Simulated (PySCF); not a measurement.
From results back to the method.

Compound: C2H4BNO2.
Z-matrix (Å and degrees, PBE0-D3(BJ)/def2-SVP geometry), rows numbered from 1:
```
O 
B   1  1.3639
O   2  1.3637  1  124.55
C   2  1.5632  1  117.59  3  -179.35
C   4  1.4607  2  121.82  1   157.36
N   5  1.2429  4   69.74  2   100.56
H   1  0.9614  2  115.52  3    -0.17
H   3  0.9610  2  115.67  1     3.22
H   4  1.0990  2  117.74  1    -3.12
H   5  1.0927  4  150.39  6  -179.88
```

The closed-shell ground state was solved 4 times with PySCF (density fitting, gas phase), always in the pcJ-1 basis (202 functions), with these functionals: B97-2, BHandHLYP, LDA and PBE0.

| row | total energy (Eh) | HOMO (eV) | LUMO (eV) | dipole (D) |
| --- | --- | --- | --- | --- |
| P | -306.2193 | -6.44 | -1.64 | 3.52 |
| Q | -308.6006 | -7.39 | -0.30 | 3.47 |
| R | -308.3593 | -7.65 | -0.23 | 3.50 |
| S | -308.5362 | -8.86 | 1.01 | 3.60 |

Q: Which functional belongs to which row?

A: P = LDA, Q = B97-2, R = PBE0, S = BHandHLYP. By rising HOMO–LUMO gap: LDA (LDA) 4.80 eV; B97-2 (global hybrid, 21 % exact exchange) 7.09 eV; PBE0 (global hybrid, 25 % exact exchange) 7.42 eV; BHandHLYP (global hybrid, 50 % exact exchange) 9.87 eV. Total energies of different functionals aren't bounds to one another; each is stationary for its own functional.

One conformer stands for the species.
